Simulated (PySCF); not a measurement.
## Calculated data, Al₂H₃N, AlH₂NSi, AlBH₄O, Al₂H₂N

Computed with PySCF 2.14.0. Calculation on a computer-drawn molecule: optimised geometry and harmonic frequencies of an isolated molecule of the commonest isotopes, restricted reference for singlets and unrestricted otherwise, frozen core in MP2.

Common to all runs: charge 0; basis cc-pV(D+d)Z.

```json
{"entry": 1, "formula": "Al2H3N", "start_structure": {"atoms_angstrom": [["Al", -2.1221, 0.9503, -1.8433], ["N", -1.181, 1.1747, -0.4366], ["Al", -0.2268, 1.4907, 0.975], ["H", -3.0038, 0.6776, -3.1831], ["H", -0.7657, 2.2451, 2.2534], ["H", 1.2132, 0.9756, 1.1338]]}, "given": {"multiplicity": 1, "method": "HF", "drawn_bonds_atom": [1, 2, 1, 3, 3], "drawn_bonds_other_atom": [2, 3, 4, 5, 6], "drawn_bonds_order": [2, 1, 1, 1, 1]}, "results": {"optimised_atom_element": ["Al", "N", "Al", "H", "H", "H"], "optimised_atom_x [angstrom]": [-2.098, -1.204, -0.247, -2.949, -0.8359, 1.248], "optimised_atom_y [angstrom]": [0.9422, 1.198, 1.472, 0.699, 2.26, 0.943], "optimised_atom_z [angstrom]": [-1.811, -0.4704, 0.9687, -3.088, 2.217, 1.082], "modes_frequency [cm^-1]": [87.07, 93.49, 474.3, 483.0, 577.8, 605.8, 671.3, 874.7, 1326, 1928, 1954, 2108], "modes_reduced_mass [dalton]": [4.063, 5.306, 1.152, 1.167, 9.405, 1.251, 1.194, 1.076, 12.96, 1.059, 1.025, 1.054], "rotational_constants [GHz]": [136.2, 2.845, 2.787], "total_energy [hartree]": -540.0159, "convergence_status_largest_gradient_component [hartree/bohr]": 1.494e-05}}
{"entry": 2, "formula": "AlH2NSi", "start_structure": {"atoms_angstrom": [["Al", -1.0581, 1.498, -2.2307], ["N", -0.9232, 0.644, -0.8468], ["Si", -0.6644, -0.0835, 0.6504], ["H", -1.1692, 2.3291, -3.5359], ["H", -1.4853, -1.3779, 0.4876]]}, "given": {"multiplicity": 1, "method": "MP2", "drawn_bonds_atom": [1, 2, 1, 3], "drawn_bonds_other_atom": [2, 3, 4, 5], "drawn_bonds_order": [2, 1, 1, 1]}, "results": {"optimised_atom_element": ["Al", "N", "Si", "H", "H"], "optimised_atom_x [angstrom]": [-1.03, -0.9973, -0.6547, -1.157, -1.461], "optimised_atom_y [angstrom]": [1.554, 0.5545, -0.0821, 2.37, -1.386], "optimised_atom_z [angstrom]": [-2.241, -0.8945, 0.6694, -3.561, 0.5522], "modes_frequency [cm^-1]": [58.76, 87.92, 315.8, 429.0, 547.7, 845.0, 1204, 1999, 2065], "modes_reduced_mass [dalton]": [9.793, 2.656, 1.089, 1.163, 11.29, 1.123, 13.18, 1.043, 1.052], "rotational_constants [GHz]": [185.9, 2.968, 2.922], "total_energy [hartree]": -586.7144, "convergence_status_largest_gradient_component [hartree/bohr]": 3.93e-05}}
{"entry": 3, "formula": "AlBH4O", "start_structure": {"atoms_angstrom": [["O", -1.8624, -1.9983, 3.0897], ["B", -1.1154, -1.2578, 2.2315], ["Al", -2.1277, 0.1985, 0.986], ["H", -1.3607, -2.6146, 3.6038], ["H", 0.0822, -1.4572, 2.2134], ["H", -2.337, 1.7007, 1.4622], ["H", -2.6791, -0.1786, -0.4566]]}, "given": {"multiplicity": 1, "method": "MP2", "drawn_bonds_atom": [1, 2, 1, 2, 3, 3], "drawn_bonds_other_atom": [2, 3, 4, 5, 6, 7], "drawn_bonds_order": [1, 1, 1, 1, 1, 1]}, "results": {"optimised_atom_element": ["O", "B", "Al", "H", "H", "H", "H"], "optimised_atom_x [angstrom]": [-1.886, -1.122, -2.127, -1.337, 0.08134, -2.334, -2.676], "optimised_atom_y [angstrom]": [-1.999, -1.255, 0.1969, -2.616, -1.458, 1.7, -0.1764], "optimised_atom_z [angstrom]": [3.094, 2.23, 0.9873, 3.601, 2.214, 1.459, -0.4561], "modes_frequency [cm^-1]": [82.16, 194.0, 343.8, 504.5, 619.7, 631.9, 817.2, 903.7, 1017, 1200, 1326, 1936, 1936, 2549, 3819], "modes_reduced_mass [dalton]": [1.195, 3.927, 1.055, 2.745, 1.455, 1.304, 1.076, 1.323, 1.02, 1.94, 3.126, 1.057, 1.029, 1.09, 1.066], "rotational_constants [GHz]": [38.44, 4.181, 3.99], "total_energy [hartree]": -344.1449, "convergence_status_largest_gradient_component [hartree/bohr]": 2.906e-05}}
{"entry": 4, "formula": "Al2H2N", "start_structure": {"atoms_angstrom": [["Al", -0.2245, -0.1817, 1.9089], ["N", -0.7775, -0.65, 0.2887], ["Al", -1.3594, -0.9585, -1.4085], ["H", 0.2245, 0.1505, 3.3247], ["H", -1.8238, -1.3472, -2.8003]]}, "given": {"multiplicity": 2, "method": "HF", "drawn_bonds_atom": [1, 2, 1, 3], "drawn_bonds_other_atom": [2, 3, 4, 5], "drawn_bonds_order": [1, 2, 1, 1]}, "results": {"optimised_atom_element": ["Al", "N", "Al", "H", "H"], "optimised_atom_x [angstrom]": [-0.2989, -0.8851, -1.555, 0.2569, -1.478], "optimised_atom_y [angstrom]": [-0.2626, -0.4085, -0.4341, -0.1184, -1.763], "optimised_atom_z [angstrom]": [1.712, 0.1946, -1.424, 3.157, -2.326], "modes_frequency [cm^-1]": [88.09, 89.42, 462.0, 481.2, 571.5, 659.2, 1311, 1832, 2105], "modes_reduced_mass [dalton]": [6.354, 5.277, 1.155, 1.169, 5.944, 1.303, 13.02, 1.044, 1.054], "rotational_constants [GHz]": [288.8, 2.942, 2.912], "total_energy [hartree]": -539.4080, "spin_squared": 0.7575, "convergence_status_largest_gradient_component [hartree/bohr]": 3.295e-05}}
```
